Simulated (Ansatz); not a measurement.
Species, as SMILES: [GeH2] (GeH2) (closed-shell singlet).
Geometry (B3LYP-D3(BJ)/def2-TZVP, fixed):
```xyz
3

Ge    -0.0030    -0.0010     0.0661
H      0.0397    -1.1207    -1.0751
H      0.0547     1.1536    -1.0391
```

How fast the dipole moment converges with the basis for several methods (Ansatz, a quantum-chemistry and plane-wave program): deviation from each method's own reference, in D. References: CCSD(T) 0.139 D, the value in aug-pcseg-3; HF 0.071 D, the value in aug-pcseg-3; MP2 0.137 D, the value in aug-pcseg-3; PBE 0.227 D, the value in aug-pcseg-3; PBE0 0.164 D, the value in aug-pcseg-3. Cartesian d functions, on some or all atoms, in 3-21G, 6-31G**; all else is spherical. In correlated methods cores are frozen (with 3d on Ga to Br). A restricted Hartree-Fock determinant is unstable towards unrestricted orbitals. No added dispersion term, no relativity. The reference of a correlated method is not its basis-set limit, which lies further on.

```json
[
 {"basis": "pcseg-0", "functions": "26", "CCSD(T)": "-0.162", "HF": "-0.113", "MP2": "…", "PBE": "-0.381", "PBE0": "-0.350"},
 {"basis": "3-21G", "functions": "27", "CCSD(T)": "-0.357", "HF": "-0.280", "MP2": "…", "PBE": "-0.611", "PBE0": "-0.529"},
 {"basis": "cc-pVDZ", "functions": "37", "CCSD(T)": "0.007", "HF": "-0.004", "MP2": "…", "PBE": "-0.148", "PBE0": "-0.109"},
 {"basis": "6-31G**", "functions": "45", "CCSD(T)": "-0.269", "HF": "-0.273", "MP2": "…", "PBE": "-0.435", "PBE0": "-0.380"},
 {"basis": "cc-pVTZ", "functions": "71", "CCSD(T)": "-0.028", "HF": "-0.016", "MP2": "…", "PBE": "-0.080", "PBE0": "-0.061"},
 {"basis": "def2-TZVPD", "functions": "72", "CCSD(T)": "-0.022", "HF": "-0.003", "MP2": "…", "PBE": "-0.006", "PBE0": "-0.004"},
 {"basis": "aug-cc-pVTZ", "functions": "105", "CCSD(T)": "0.001", "HF": "-0.018", "MP2": "…", "PBE": "-0.014", "PBE0": "-0.016"},
 {"basis": "aug-pcseg-2", "functions": "105", "CCSD(T)": "0.002", "HF": "-0.017", "MP2": "…", "PBE": "-0.019", "PBE0": "-0.020"},
 {"basis": "cc-pVQZ", "functions": "128", "CCSD(T)": "-0.021", "HF": "-0.009", "MP2": "…", "PBE": "-0.027", "PBE0": "-0.020"},
 {"basis": "def2-QZVP", "functions": "135", "CCSD(T)": "-0.019", "HF": "0.002", "MP2": "…", "PBE": "-0.025", "PBE0": "-0.018"},
 {"basis": "def2-QZVPPD", "functions": "161", "CCSD(T)": "-0.004", "HF": "0.000", "MP2": "…", "PBE": "-0.001", "PBE0": "0.000"},
 {"basis": "aug-cc-pVQZ", "functions": "185", "CCSD(T)": "-0.008", "HF": "-0.009", "MP2": "…", "PBE": "0.001", "PBE0": "-0.002"}
]
```

### Question
What belongs in the gaps?

### Answer

- pcseg-0, MP2: -0.188
- 3-21G, MP2: -0.381
- cc-pVDZ, MP2: -0.043
- 6-31G**, MP2: -0.326
- cc-pVTZ, MP2: -0.035
- def2-TZVPD, MP2: -0.026
- aug-cc-pVTZ, MP2: -0.001
- aug-pcseg-2, MP2: -0.006
- cc-pVQZ, MP2: -0.020
- def2-QZVP, MP2: -0.018
- def2-QZVPPD, MP2: -0.002
- aug-cc-pVQZ, MP2: -0.010

Mean absolute deviation over cc-pVTZ, def2-TZVPD, aug-cc-pVTZ, aug-pcseg-2: CCSD(T) 0.013, HF 0.014, MP2 0.017, PBE0 0.025, PBE 0.030 D.
